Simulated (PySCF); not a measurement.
PySCF input for 1-ethynylcyclopropane-1-carbaldehyde (C6H6O), SMILES C#CC1(C=O)CC1, ωB97X-D3(BJ)/def2-SVP. 

```python
import numpy as np
from pyscf import gto, scf, dft
from pyscf.geomopt import geometric_solver

mol = gto.M(
    atom='''
    C     0.59226975    2.61925100    0.00000000
    C     0.29878925    1.45793464   -0.00000000
    C    -0.05115026    0.07168967    0.00000000
    C     1.07314059   -0.88863004    0.00000000
    O     0.95109920   -2.08508194   -0.00000000
    C    -1.31498859   -0.35964528   -0.73913691
    C    -1.31498858   -0.35964528    0.73913691
    H     0.84980853    3.63580753   -0.00000001
    H     2.07053995   -0.40714179    0.00000000
    H    -1.25845937   -1.30905162   -1.25036034
    H    -1.85532816    0.41218237   -1.26581975
    H    -1.85532817    0.41218237    1.26581975
    H    -1.25845938   -1.30905162    1.25036034
    ''',
    basis='def2-SVP',
    charge=0,
    spin=0,
    max_memory=1600,
    verbose=3,
)
mf = dft.RKS(mol, xc='wb97x-d3bj').density_fit(auxbasis='def2-universal-jkfit')
mf.grids.level = 3
mf.conv_tol = 1e-9
mf.max_cycle = 100
mf.kernel()
grad = mf.nuc_grad_method()
grad.grid_response = mol.nao <= 150
conv, mol_eq = geometric_solver.kernel(grad, convergence_set='GAU_TIGHT', maxsteps=100)
print(mol_eq.tostring(format='xyz'))
mf.reset(mol_eq)
mf.kernel()
```

Log of the run:

```
converged SCF energy = -307.263118926452
[banner and settings of the optimiser left out]
Geometry optimization cycle 1
Cartesian coordinates (Angstrom)
 Atom        New coordinates             dX        dY        dZ
   C   0.592270   2.619251   0.000000   -0.000000  0.000000  0.000000
   C   0.298789   1.457935   0.000000    0.000000  0.000000  0.000000
   C  -0.051150   0.071690   0.000000    0.000000  0.000000  0.000000
   C   1.073141  -0.888630   0.000000    0.000000  0.000000  0.000000
   O   0.951099  -2.085082   0.000000    0.000000  0.000000  0.000000
   C  -1.314989  -0.359645  -0.739137    0.000000  0.000000  0.000000
   C  -1.314989  -0.359645   0.739137    0.000000  0.000000 -0.000000
   H   0.849809   3.635808  -0.000000    0.000000  0.000000  0.000000
   H   2.070540  -0.407142   0.000000    0.000000  0.000000  0.000000
   H  -1.258459  -1.309052  -1.250360    0.000000  0.000000  0.000000
   H  -1.855328   0.412182  -1.265820    0.000000  0.000000  0.000000
   H  -1.855328   0.412182   1.265820    0.000000  0.000000  0.000000
   H  -1.258459  -1.309052   1.250360    0.000000  0.000000  0.000000

WARN: Mole.unit (angstrom) is changed to Bohr

converged SCF energy = -307.263118926482
--------------- DFRKS_Scanner gradients ---------------
         x                y                z
0 C    -0.0013208519    -0.0027184143     0.0000000010
1 C     0.0029734205     0.0080349521    -0.0000000010
2 C     0.0151256130     0.0052824584    -0.0000000018
3 C    -0.0083899110     0.0045549703     0.0000000005
4 O     0.0035429027     0.0052586128     0.0000000003
5 C    -0.0012018753     0.0004661559    -0.0060571716
6 C    -0.0012018579     0.0004661429     0.0060571762
7 H    -0.0056611890    -0.0222053024    -0.0000000000
8 H    -0.0069262287    -0.0014546313    -0.0000000006
9 H    -0.0023077485     0.0095011978     0.0034156236
10 H     0.0038377430    -0.0083436713     0.0037624277
11 H     0.0038377375    -0.0083436667    -0.0037624245
[...]
2 C     0.0001437130    -0.0000233118    -0.0000045687
3 C    -0.0000388103     0.0000958967    -0.0000253429
4 O     0.0000140605    -0.0000531988     0.0000104011
5 C    -0.0001773966     0.0000191367    -0.0000217193
6 C    -0.0000580471     0.0000790975     0.0001886378
7 H    -0.0000229149     0.0000233636     0.0000017402
8 H    -0.0000086629    -0.0000227374     0.0000065385
9 H     0.0000794924     0.0000001162     0.0000195663
10 H     0.0000299838    -0.0000321989    -0.0000357492
11 H     0.0000290049     0.0000171948    -0.0000369124
12 H     0.0000367747    -0.0000431873    -0.0001141091
----------------------------------------------
cycle 17: E = -307.26557824  dE = -2.72607e-07  norm(grad) = 0.000400304
Step   16 : Displace = 1.408e-04/2.057e-04 (rms/max) Trust = 3.000e-01 (=) Grad = 1.110e-04/2.126e-04 (rms/max) E (change) = -307.2655782402 (-2.726e-07) Quality = 1.689
Hessian Eigenvalues: 8.85499e-05 2.10634e-02 2.30317e-02 ... 7.51031e-01 1.07268e+00 1.13801e+00

Geometry optimization cycle 18
Cartesian coordinates (Angstrom)
 Atom        New coordinates             dX        dY        dZ
   C   0.713189   2.617948  -0.000003    0.041383 -0.015439 -0.000104
   C   0.341774   1.466850  -0.000040    0.022233 -0.009438 -0.000048
   C  -0.071941   0.076974  -0.000005   -0.001192 -0.002678  0.000026
   C   1.026488  -0.948338   0.000035   -0.018099 -0.021213  0.000118
   O   0.816023  -2.134835   0.000755   -0.037975 -0.017833  0.000257
   C  -1.344303  -0.327295  -0.740804   -0.007949  0.018393 -0.000083
   C  -1.344232  -0.326951   0.740926   -0.008100  0.018368 -0.000106
   H   1.037936   3.643792   0.000077    0.058891 -0.020819 -0.000165
   H   2.064133  -0.534671  -0.000567   -0.011049 -0.038447 -0.000029
   H  -1.290054  -1.294232  -1.248540   -0.024239  0.017435 -0.000253
   H  -1.865731   0.472704  -1.271816    0.005223  0.027300  0.000150
   H  -1.865806   0.473568   1.270994    0.004979  0.027131 -0.000217
   H  -1.290625  -1.293994   1.248491   -0.024151  0.017536  0.000256
converged SCF energy = -307.265578658746
--------------- DFRKS_Scanner gradients ---------------
         x                y                z
0 C     0.0000303053    -0.0000595090    -0.0000011796
1 C    -0.0000492848    -0.0000004935     0.0000096573
2 C     0.0000924186     0.0000038218    -0.0000023788
3 C    -0.0000252134     0.0000440976    -0.0000192901
4 O     0.0000091146    -0.0000182280     0.0000083773
5 C    -0.0001312744     0.0000126642    -0.0000092733
6 C    -0.0000464817     0.0000521431     0.0001336118
7 H    -0.0000107635     0.0000196566     0.0000015209
8 H    -0.0000061918    -0.0000157560     0.0000037187
9 H     0.0000578626     0.0000010333     0.0000125071
10 H     0.0000262065    -0.0000238592    -0.0000264874
11 H     0.0000228630     0.0000125617    -0.0000282195
12 H     0.0000304155    -0.0000281384    -0.0000825603
----------------------------------------------
cycle 18: E = -307.265578659  dE = -4.18563e-07  norm(grad) = 0.000274722
Step   17 : Displace = 1.962e-04/3.480e-04 (rms/max) Trust = 3.000e-01 (=) Grad = 7.619e-05/1.508e-04 (rms/max) E (change) = -307.2655786587 (-4.186e-07) Quality = 1.090
Hessian Eigenvalues: 1.57873e-04 1.98385e-02 2.30274e-02 ... 7.50434e-01 1.07318e+00 1.13268e+00

Geometry optimization cycle 19
Cartesian coordinates (Angstrom)
 Atom        New coordinates             dX        dY        dZ
   C   0.704571   2.621226  -0.000081   -0.008618  0.003278 -0.000078
   C   0.337516   1.468723  -0.000059   -0.004258  0.001873 -0.000018
   C  -0.071620   0.077452   0.000015    0.000321  0.000478  0.000020
   C   1.030285  -0.944205   0.000111    0.003796  0.004133  0.000075
   O   0.823794  -2.131378   0.000625    0.007770  0.003457 -0.000130
   C  -1.342481  -0.331024  -0.740888    0.001822 -0.003730 -0.000084
   C  -1.342556  -0.330840   0.740812    0.001677 -0.003888 -0.000114
   H   1.025986   3.648108  -0.000084   -0.011950  0.004316 -0.000161
   H   2.066521  -0.526977  -0.000340    0.002388  0.007694  0.000227
   H  -1.285541  -1.297607  -1.249006    0.004513 -0.003374 -0.000466
   H  -1.866778   0.467499  -1.271332   -0.001047 -0.005205  0.000484
   H  -1.867000   0.467890   1.270795   -0.001194 -0.005678 -0.000198
   H  -1.285839  -1.297405   1.248970    0.004786 -0.003411  0.000480
converged SCF energy = -307.265578880051
--------------- DFRKS_Scanner gradients ---------------
         x                y                z
0 C     0.0000022562    -0.0000214379    -0.0000002052
1 C    -0.0000082744    -0.0000071564     0.0000030067
2 C     0.0000162977     0.0000190305     0.0000000759
3 C    -0.0000067848    -0.0000020353    -0.0000059153
4 O     0.0000039542     0.0000060775     0.0000031441
5 C    -0.0000408640     0.0000005872     0.0000030102
6 C    -0.0000159987     0.0000113943     0.0000371861
7 H    -0.0000002450     0.0000075675     0.0000006297
8 H    -0.0000016477    -0.0000047046     0.0000000463
9 H     0.0000186520     0.0000018198     0.0000034792
10 H     0.0000115029    -0.0000082567    -0.0000087027
11 H     0.0000085637     0.0000037557    -0.0000095401
12 H     0.0000126264    -0.0000066089    -0.0000262095
----------------------------------------------
cycle 19: E = -307.26557888  dE = -2.21305e-07  norm(grad) = 8.12854e-05
Step   18 : Displace = 3.350e-04/6.055e-04 (rms/max) Trust = 3.000e-01 (=) Grad = 2.254e-05/4.205e-05 (rms/max) E (change) = -307.2655788801 (-2.213e-07) Quality = 1.276
Hessian Eigenvalues: 1.63900e-04 1.87314e-02 2.29856e-02 ... 7.50270e-01 1.07282e+00 1.13287e+00

Geometry optimization cycle 20
Cartesian coordinates (Angstrom)
 Atom        New coordinates             dX        dY        dZ
   C   0.704631   2.621192  -0.000126    0.000061 -0.000034 -0.000045
   C   0.337681   1.468650  -0.000070    0.000165 -0.000073 -0.000011
   C  -0.071564   0.077377   0.000022    0.000056 -0.000075  0.000007
   C   1.030290  -0.944356   0.000145    0.000005 -0.000151  0.000034
   O   0.823722  -2.131513   0.000564   -0.000072 -0.000134 -0.000062
   C  -1.342413  -0.330935  -0.740931    0.000067  0.000089 -0.000043
   C  -1.342554  -0.330822   0.740759    0.000002  0.000018 -0.000052
   H   1.026120   3.648040  -0.000176    0.000134 -0.000068 -0.000091
   H   2.066545  -0.527154  -0.000214    0.000024 -0.000177  0.000126
   H  -1.285839  -1.297460  -1.249204   -0.000299  0.000146 -0.000199
   H  -1.866729   0.467760  -1.271123    0.000049  0.000260  0.000209
   H  -1.867001   0.467948   1.270709   -0.000001  0.000058 -0.000087
   H  -1.286041  -1.297271   1.249181   -0.000202  0.000134  0.000210
converged SCF energy = -307.265578901932
--------------- DFRKS_Scanner gradients ---------------
         x                y                z
0 C    -0.0000002458     0.0000119174     0.0000001871
1 C     0.0000027265    -0.0000056170     0.0000001312
2 C    -0.0000057789     0.0000046710     0.0000014900
3 C     0.0000012634    -0.0000141632    -0.0000009044
4 O    -0.0000000978     0.0000084879     0.0000005499
5 C    -0.0000007608    -0.0000010626     0.0000056818
6 C    -0.0000023529    -0.0000036322    -0.0000051172
7 H     0.0000003550    -0.0000047038     0.0000000677
8 H     0.0000020176     0.0000017581    -0.0000004859
9 H    -0.0000002498     0.0000003467    -0.0000010620
10 H     0.0000014788     0.0000002585    -0.0000016944
11 H     0.0000000331     0.0000011355     0.0000004315
12 H     0.0000016180     0.0000006199     0.0000007285
----------------------------------------------
cycle 20: E = -307.265578902  dE = -2.18806e-08  norm(grad) = 2.51779e-05
Step   19 : Displace = 1.610e-04/2.938e-04 (rms/max) Trust = 3.000e-01 (=) Grad = 6.983e-06/1.425e-05 (rms/max) E (change) = -307.2655789019 (-2.188e-08) Quality = 0.987
Hessian Eigenvalues: 1.65973e-04 1.87789e-02 2.28558e-02 ... 7.50312e-01 1.07207e+00 1.13843e+00

Geometry optimization cycle 21
Cartesian coordinates (Angstrom)
 Atom        New coordinates             dX        dY        dZ
   C   0.700618   2.622698  -0.000137   -0.004013  0.001506 -0.000011
   C   0.335548   1.469561  -0.000076   -0.002133  0.000911 -0.000006
   C  -0.071434   0.077621   0.000016    0.000131  0.000244 -0.000005
   C   1.032068  -0.942318   0.000143    0.001778  0.002038 -0.000002
   O   0.827429  -2.129812   0.000519    0.003707  0.001700 -0.000045
   C  -1.341630  -0.332716  -0.740932    0.000783 -0.001781 -0.000001
   C  -1.341763  -0.332613   0.740762    0.000790 -0.001791  0.000003
   H   1.020411   3.650079  -0.000192   -0.005709  0.002039 -0.000017
   H   2.067642  -0.523435  -0.000175    0.001097  0.003719  0.000038
   H  -1.283556  -1.299145  -1.249220    0.002284 -0.001685 -0.000016
   H  -1.867255   0.465151  -1.271077   -0.000526 -0.002609  0.000046
   H  -1.867495   0.465314   1.270710   -0.000494 -0.002634  0.000002
   H  -1.283735  -1.298959   1.249212    0.002306 -0.001688  0.000032
converged SCF energy = -307.265578900749
--------------- DFRKS_Scanner gradients ---------------
         x                y                z
0 C    -0.0000022213    -0.0000004400     0.0000002782
1 C     0.0000018839     0.0000005644    -0.0000003868
2 C    -0.0000025080    -0.0000003655     0.0000019577
3 C     0.0000016747     0.0000013648    -0.0000001795
4 O    -0.0000003716    -0.0000001690     0.0000010779
5 C     0.0000051172     0.0000004356     0.0000023273
6 C     0.0000016056    -0.0000026104    -0.0000075544
7 H     0.0000009212    -0.0000000045     0.0000000547
8 H    -0.0000006841     0.0000003006    -0.0000012978
9 H    -0.0000026299    -0.0000001474    -0.0000011081
10 H    -0.0000008731     0.0000004621     0.0000001573
11 H    -0.0000008374    -0.0000008775     0.0000010022
12 H    -0.0000010630     0.0000014685     0.0000036825
----------------------------------------------
cycle 21: E = -307.265578901  dE = 1.18314e-09  norm(grad) = 1.24637e-05
Step   20 : Displace = 3.597e-05/5.385e-05 (rms/max) Trust = 3.000e-01 (=) Grad = 3.457e-06/8.152e-06 (rms/max) E (change) = -307.2655789007 (+1.183e-09) Quality = -0.304
Hessian Eigenvalues: 1.65973e-04 1.87789e-02 2.28558e-02 ... 7.50312e-01 1.07207e+00 1.13843e+00
Converged! =D

13
XYZ from PySCF
C           0.70061797        2.62269809       -0.00013720
C           0.33554794        1.46956053       -0.00007624
C          -0.07143358        0.07762125        0.00001629
C           1.03206829       -0.94231776        0.00014262
O           0.82742923       -2.12981241        0.00051917
C          -1.34163021       -0.33271598       -0.74093151
C          -1.34176332       -0.33261275        0.74076201
H           1.02041062        3.65007887       -0.00019230
H           2.06764219       -0.52343508       -0.00017528
H          -1.28355568       -1.29914532       -1.24921981
H          -1.86725503        0.46515113       -1.27107660
H          -1.86749487        0.46531400        1.27071022
H          -1.28373505       -1.29895908        1.24921227
converged SCF energy = -307.265578900752
```

The run converged.

Cost: around 6 core-minutes (rough).
